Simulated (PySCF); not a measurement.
H$_{5}$As$_{2}$Ga, singlet, geometry from GFN2-xTB (such geometries of metal compounds can be far from the true shape); CASSCF(6,6)/STO-3G in PySCF.

The PySCF input:
```python
from pyscf import gto, scf, mcscf
import numpy

mol = gto.Mole()
mol.atom = '''
    Ga    0.61238734   -0.07478241   -0.35988944
    As    0.05565654   -1.94730426    1.15242701
    H    -0.20569234   -2.76046343   -0.09737768
    H    -1.36904451   -1.42995015    1.07357349
    As   -0.62165640    2.01519507   -0.82022400
    H     0.50561138    2.73330820   -0.11017268
    H    -1.27921992    1.78308732    0.52794154
    H     2.04233296   -0.24812372   -1.20009156
'''
mol.basis = 'sto-3g'
mol.verbose = 4
mol.build()

mf = scf.RHF(mol)
mf.kernel()
mc = mcscf.CASSCF(mf, 6, 6)
mc.fix_spin_(ss=0.0)
mc.kernel()
occ = numpy.linalg.eigvalsh(mc.fcisolver.make_rdm1(mc.ci, mc.ncas, mc.nelecas))[::-1]
ss = mc.fcisolver.spin_square(mc.ci, mc.ncas, mc.nelecas)[0]
print('natural occupations', occ.round(4), ' <S^2>', round(ss, 4))
```

It wrote (shortened):

```
PySCF version 2.14.0

[INPUT] verbose = 4
[INPUT] num. atoms = 8
[INPUT] num. electrons = 102
[INPUT] charge = 0
[INPUT] spin (= nelec alpha-beta = 2S) = 0
[INPUT] symmetry False subgroup None
[INPUT] Mole.unit = angstrom
[INPUT] Symbol           X                Y                Z      unit          X                Y                Z       unit  Magmom
[...]
nuclear repulsion = 673.609659068884
number of shells = 29
number of NR pGTOs = 177
number of NR cGTOs = 59
basis = sto-3g
ecp = {}

******** <class 'pyscf.scf.hf.RHF'> ********
method = RHF
initial guess = minao
damping factor = 0
level_shift factor = 0
DIIS = <class 'pyscf.scf.diis.CDIIS'>
diis_start_cycle = 1
diis_space = 8
diis_damp = 0
SCF conv_tol = 1e-09
SCF conv_tol_grad = None
SCF max_cycles = 50
direct_scf = True
direct_scf_tol = 1e-13
Set gradient conv threshold to 3.16228e-05
Initial guess from minao.
init E= -6313.40844563281
[...]
cycle= 1 E= -6322.18617608159  delta_E= -8.78  |g|= 0.599  |ddm|= 3.08
[...]
cycle= 2 E= -6322.3564350437  delta_E= -0.17  |g|= 0.0723  |ddm|= 1.26
[...]
cycle= 3 E= -6322.36124473726  delta_E= -0.00481  |g|= 0.0296  |ddm|= 0.234
[...]
cycle= 4 E= -6322.36215147517  delta_E= -0.000907  |g|= 0.00766  |ddm|= 0.124
[...]
cycle= 5 E= -6322.36224584124  delta_E= -9.44e-05  |g|= 0.00495  |ddm|= 0.0338
[...]
cycle= 6 E= -6322.3623101759  delta_E= -6.43e-05  |g|= 0.00271  |ddm|= 0.0367
[...]
cycle= 7 E= -6322.36233997788  delta_E= -2.98e-05  |g|= 0.00224  |ddm|= 0.0227
[...]
cycle= 8 E= -6322.36236375906  delta_E= -2.38e-05  |g|= 0.00214  |ddm|= 0.0173
[...]
cycle= 9 E= -6322.36241967798  delta_E= -5.59e-05  |g|= 0.002  |ddm|= 0.0432
[...]
cycle= 10 E= -6322.36249459674  delta_E= -7.49e-05  |g|= 0.002  |ddm|= 0.0654
[...]
cycle= 11 E= -6322.36256497193  delta_E= -7.04e-05  |g|= 0.00171  |ddm|= 0.0698
[...]
cycle= 12 E= -6322.36262707313  delta_E= -6.21e-05  |g|= 0.00243  |ddm|= 0.074
[...]
cycle= 13 E= -6322.36264330457  delta_E= -1.62e-05  |g|= 0.00251  |ddm|= 0.0238
[...]
cycle= 14 E= -6322.36262754031  delta_E= 1.58e-05  |g|= 0.00213  |ddm|= 0.0231
[...]
cycle= 15 E= -6322.36268113061  delta_E= -5.36e-05  |g|= 0.00184  |ddm|= 0.0637
[...]
cycle= 16 E= -6322.36260014337  delta_E= 8.1e-05  |g|= 0.0063  |ddm|= 0.0623
[...]
cycle= 17 E= -6322.36260751403  delta_E= -7.37e-06  |g|= 0.00395  |ddm|= 0.0175
[...]
cycle= 18 E= -6322.36260556472  delta_E= 1.95e-06  |g|= 0.00199  |ddm|= 0.0289
[...]
cycle= 19 E= -6322.36265520559  delta_E= -4.96e-05  |g|= 0.00404  |ddm|= 0.0617
[...]
cycle= 20 E= -6322.36258755434  delta_E= 6.77e-05  |g|= 0.00192  |ddm|= 0.0849
[...]
cycle= 21 E= -6322.36274188249  delta_E= -0.000154  |g|= 0.00309  |ddm|= 0.18
[...]
cycle= 22 E= -6322.3628003669  delta_E= -5.85e-05  |g|= 0.0013  |ddm|= 0.0821
[...]
cycle= 23 E= -6322.36279933334  delta_E= 1.03e-06  |g|= 0.00132  |ddm|= 0.00236
[...]
cycle= 24 E= -6322.36278377652  delta_E= 1.56e-05  |g|= 0.00165  |ddm|= 0.0302
[...]
cycle= 25 E= -6322.3626894707  delta_E= 9.43e-05  |g|= 0.00288  |ddm|= 0.107
[...]
cycle= 26 E= -6322.36254091453  delta_E= 0.000149  |g|= 0.0138  |ddm|= 0.0686
[...]
cycle= 27 E= -6322.36274957754  delta_E= -0.000209  |g|= 0.00632  |ddm|= 0.144
[...]
cycle= 28 E= -6322.36267196554  delta_E= 7.76e-05  |g|= 0.00758  |ddm|= 0.0742
[...]
cycle= 29 E= -6322.36281967157  delta_E= -0.000148  |g|= 0.00132  |ddm|= 0.132
[...]
cycle= 30 E= -6322.36288699461  delta_E= -6.73e-05  |g|= 0.00378  |ddm|= 0.169
[...]
cycle= 31 E= -6322.36286658316  delta_E= 2.04e-05  |g|= 0.00299  |ddm|= 0.0715
[...]
cycle= 32 E= -6322.36288331536  delta_E= -1.67e-05  |g|= 0.00144  |ddm|= 0.0421
[...]
cycle= 33 E= -6322.36287910641  delta_E= 4.21e-06  |g|= 0.00428  |ddm|= 0.0788
[...]
cycle= 34 E= -6322.36287896564  delta_E= 1.41e-07  |g|= 0.00432  |ddm|= 0.00275
[...]
cycle= 35 E= -6322.36287553244  delta_E= 3.43e-06  |g|= 0.00211  |ddm|= 0.11
[...]
cycle= 36 E= -6322.3628542998  delta_E= 2.12e-05  |g|= 0.003  |ddm|= 0.042
[...]
cycle= 37 E= -6322.36289380961  delta_E= -3.95e-05  |g|= 0.00199  |ddm|= 0.116
[...]
cycle= 38 E= -6322.36289216075  delta_E= 1.65e-06  |g|= 0.00102  |ddm|= 0.0278
[...]
cycle= 39 E= -6322.36289354522  delta_E= -1.38e-06  |g|= 0.000386  |ddm|= 0.0162
[...]
cycle= 40 E= -6322.36289226168  delta_E= 1.28e-06  |g|= 0.000544  |ddm|= 0.0105
[...]
cycle= 41 E= -6322.36289103305  delta_E= 1.23e-06  |g|= 0.000662  |ddm|= 0.0245
[...]
cycle= 42 E= -6322.36288918336  delta_E= 1.85e-06  |g|= 0.00024  |ddm|= 0.0185
[...]
cycle= 43 E= -6322.36288565695  delta_E= 3.53e-06  |g|= 0.000814  |ddm|= 0.0303
[...]
cycle= 44 E= -6322.36288642147  delta_E= -7.65e-07  |g|= 0.000313  |ddm|= 0.0327
[...]
cycle= 45 E= -6322.3628866307  delta_E= -2.09e-07  |g|= 7.09e-05  |ddm|= 0.0108
[...]
cycle= 46 E= -6322.36288667921  delta_E= -4.85e-08  |g|= 5.98e-05  |ddm|= 0.00436
[...]
cycle= 47 E= -6322.36288665575  delta_E= 2.35e-08  |g|= 5.01e-05  |ddm|= 0.00228
[...]
cycle= 48 E= -6322.36288667683  delta_E= -2.11e-08  |g|= 3.35e-05  |ddm|= 0.00133
[...]
cycle= 49 E= -6322.36288667338  delta_E= 3.45e-09  |g|= 3.2e-05  |ddm|= 0.00177
[...]
cycle= 50 E= -6322.36288668244  delta_E= -9.06e-09  |g|= 3.32e-05  |ddm|= 0.000725
SCF not converged.
SCF energy = -6322.36288668244

******** <class 'pyscf.mcscf.mc1step.CASSCF'> ********
CAS (3e+3e, 6o), ncore = 48, nvir = 5
max_cycle_macro = 50
max_cycle_micro = 4
conv_tol = 1e-07
conv_tol_grad = None
orbital rotation max_stepsize = 0.02
orbital rotation threshold for CI restart = 0.01
augmented hessian ah_max_cycle = 30
augmented hessian ah_conv_tol = 1e-12
augmented hessian ah_linear dependence = 1e-14
augmented hessian ah_level shift = 1e-08
augmented hessian ah_start_tol = 2.5
augmented hessian ah_start_cycle = 3
augmented hessian ah_grad_trust_region = 3
kf_trust_region = 3
kf_interval = 4
ci_response_space = 4
ci_grad_trust_region = 3
with_dep4 0
natorb = False
canonicalization = True
sorting_mo_energy = False
ao2mo_level = 2
internal_rotation = False
[...]
CASCI E = -6322.43686559299  S^2 = 0.0000000
[...]
macro iter  22 ( 21 JK    4 micro), CASSCF E = -6322.51247036617  dE = -3.96694668e-06  S^2 = 0.0000000
               |grad[o]|=0.000941  |grad[c]|=0.00108  |ddm|=0.00458  |maxRot[o]|=0.00563
macro iter  23 ( 21 JK    4 micro), CASSCF E = -6322.51247044710  dE = -8.09241101e-08  S^2 = 0.0000000
               |grad[o]|=0.000839  |grad[c]|=0.0011  |ddm|=0.00458  |maxRot[o]|=0.00327
macro iter  24 ( 21 JK    4 micro), CASSCF E = -6322.51250304909  dE = -3.26019899e-05  S^2 = 0.0000000
               |grad[o]|=0.000825  |grad[c]|=0.000314  |ddm|=0.00163  |maxRot[o]|=0.048
macro iter  25 ( 18 JK    4 micro), CASSCF E = -6322.51250108051  dE =  1.96857854e-06  S^2 = 0.0000000
               |grad[o]|=0.000534  |grad[c]|=0.000531  |ddm|=0.00301  |maxRot[o]|=0.0329
macro iter  26 ( 25 JK    4 micro), CASSCF E = -6322.51252048549  dE = -1.94049871e-05  S^2 = 0.0000000
               |grad[o]|=0.000808  |grad[c]|=0.00022  |ddm|=0.00144  |maxRot[o]|=0.0138
macro iter  27 ( 12 JK    3 micro), CASSCF E = -6322.51252612243  dE = -5.63693993e-06  S^2 = 0.0000000
               |grad[o]|=0.000373  |grad[c]|=0.000217  |ddm|=0.00332  |maxRot[o]|=0.0608
macro iter  28 ( 12 JK    3 micro), CASSCF E = -6322.51254495808  dE = -1.88356498e-05  S^2 = 0.0000000
               |grad[o]|=0.000444  |grad[c]|=0.00023  |ddm|=0.00608  |maxRot[o]|=0.0953
macro iter  29 ( 12 JK    3 micro), CASSCF E = -6322.51258345122  dE = -3.84931391e-05  S^2 = 0.0000000
               |grad[o]|=0.000761  |grad[c]|=0.00036  |ddm|=0.0086  |maxRot[o]|=0.119
macro iter  30 ( 12 JK    3 micro), CASSCF E = -6322.51264255566  dE = -5.91044400e-05  S^2 = 0.0000000
               |grad[o]|=0.00121  |grad[c]|=0.000441  |ddm|=0.0101  |maxRot[o]|=0.133
macro iter  31 ( 12 JK    3 micro), CASSCF E = -6322.51271748992  dE = -7.49342607e-05  S^2 = 0.0000000
               |grad[o]|=0.00162  |grad[c]|=0.000503  |ddm|=0.0105  |maxRot[o]|=0.141
macro iter  32 ( 12 JK    3 micro), CASSCF E = -6322.51279680618  dE = -7.93162562e-05  S^2 = 0.0000000
               |grad[o]|=0.0019  |grad[c]|=0.000578  |ddm|=0.0107  |maxRot[o]|=0.145
macro iter  33 ( 21 JK    4 micro), CASSCF E = -6322.51277267890  dE =  2.41272846e-05  S^2 = 0.0000000
               |grad[o]|=0.00201  |grad[c]|=0.00267  |ddm|=0.0129  |maxRot[o]|=0.225
macro iter  34 ( 21 JK    4 micro), CASSCF E = -6322.51289878558  dE = -1.26106686e-04  S^2 = 0.0000000
               |grad[o]|=0.00341  |grad[c]|=0.000609  |ddm|=0.00163  |maxRot[o]|=0.0178
macro iter  35 ( 21 JK    4 micro), CASSCF E = -6322.51295512202  dE = -5.63364356e-05  S^2 = 0.0000000
               |grad[o]|=0.00208  |grad[c]|=0.000759  |ddm|=0.00198  |maxRot[o]|=0.0123
macro iter  36 ( 21 JK    4 micro), CASSCF E = -6322.51300918778  dE = -5.40657620e-05  S^2 = 0.0000000
               |grad[o]|=0.00114  |grad[c]|=0.00106  |ddm|=0.00292  |maxRot[o]|=0.118
macro iter  37 ( 21 JK    4 micro), CASSCF E = -6322.51302256663  dE = -1.33788508e-05  S^2 = 0.0000000
               |grad[o]|=0.00113  |grad[c]|=0.00127  |ddm|=0.00329  |maxRot[o]|=0.0056
macro iter  38 ( 21 JK    4 micro), CASSCF E = -6322.51301365807  dE =  8.90856154e-06  S^2 = 0.0000000
               |grad[o]|=0.000846  |grad[c]|=0.00135  |ddm|=0.00345  |maxRot[o]|=0.00597
macro iter  39 ( 17 JK    4 micro), CASSCF E = -6322.51303489002  dE = -2.12319537e-05  S^2 = 0.0000000
               |grad[o]|=0.000985  |grad[c]|=0.000371  |ddm|=0.00112  |maxRot[o]|=0.025
macro iter  40 ( 12 JK    3 micro), CASSCF E = -6322.51303953043  dE = -4.64041204e-06  S^2 = 0.0000000
               |grad[o]|=0.000804  |grad[c]|=0.000143  |ddm|=0.00046  |maxRot[o]|=0.00527
macro iter  41 ( 21 JK    4 micro), CASSCF E = -6322.51304815266  dE = -8.62222896e-06  S^2 = 0.0000000
               |grad[o]|=0.000767  |grad[c]|=0.00103  |ddm|=0.00231  |maxRot[o]|=0.00398
macro iter  42 ( 21 JK    4 micro), CASSCF E = -6322.51305051699  dE = -2.36432334e-06  S^2 = 0.0000000
               |grad[o]|=0.00059  |grad[c]|=0.00124  |ddm|=0.0032  |maxRot[o]|=0.136
macro iter  43 ( 21 JK    4 micro), CASSCF E = -6322.51308758854  dE = -3.70715507e-05  S^2 = 0.0000000
               |grad[o]|=0.00129  |grad[c]|=0.0012  |ddm|=0.00296  |maxRot[o]|=0.014
macro iter  44 (  7 JK    2 micro), CASSCF E = -6322.51310726885  dE = -1.96803112e-05  S^2 = 0.0000000
               |grad[o]|=0.000616  |grad[c]|=0.000242  |ddm|=0.00301  |maxRot[o]|=0.0672
macro iter  45 ( 15 JK    4 micro), CASSCF E = -6322.51307601793  dE =  3.12509228e-05  S^2 = 0.0000000
               |grad[o]|=0.000295  |grad[c]|=0.00164  |ddm|=0.00705  |maxRot[o]|=0.108
macro iter  46 ( 21 JK    4 micro), CASSCF E = -6322.51309227559  dE = -1.62576616e-05  S^2 = 0.0000000
               |grad[o]|=0.000661  |grad[c]|=0.000447  |ddm|=0.0011  |maxRot[o]|=0.047
macro iter  47 ( 21 JK    4 micro), CASSCF E = -6322.51309070180  dE =  1.57378599e-06  S^2 = 0.0000000
               |grad[o]|=0.000423  |grad[c]|=0.000726  |ddm|=0.00176  |maxRot[o]|=0.00217
macro iter  48 ( 25 JK    4 micro), CASSCF E = -6322.51310161116  dE = -1.09093598e-05  S^2 = 0.0000000
               |grad[o]|=0.000475  |grad[c]|=0.000273  |ddm|=0.000752  |maxRot[o]|=0.0325
macro iter  49 ( 19 JK    4 micro), CASSCF E = -6322.51310459150  dE = -2.98033592e-06  S^2 = 0.0000000
               |grad[o]|=0.000293  |grad[c]|=0.000523  |ddm|=0.00134  |maxRot[o]|=0.0398
macro iter  50 ( 18 JK    4 micro), CASSCF E = -6322.51311257517  dE = -7.98367091e-06  S^2 = 0.0000000
               |grad[o]|=0.000408  |grad[c]|=0.000757  |ddm|=0.00211  |maxRot[o]|=0.0426
1-step CASSCF not converged,  50 macro (804 JK 169 micro) steps
CASSCF canonicalization
Density matrix diagonal elements [1.93171273 0.99739939 1.96490644 0.99995558 0.0795325  0.02649335]
CASSCF energy = -6322.51311257517
CASCI E = -6322.51311257517  E(CI) = -6.94530564550769  S^2 = 0.0000000
natural occupations [1.9685 1.9681 1.0001 1.     0.0433 0.02  ]  <S^2> 0.0
```

The run did not converge; its last values are not results.
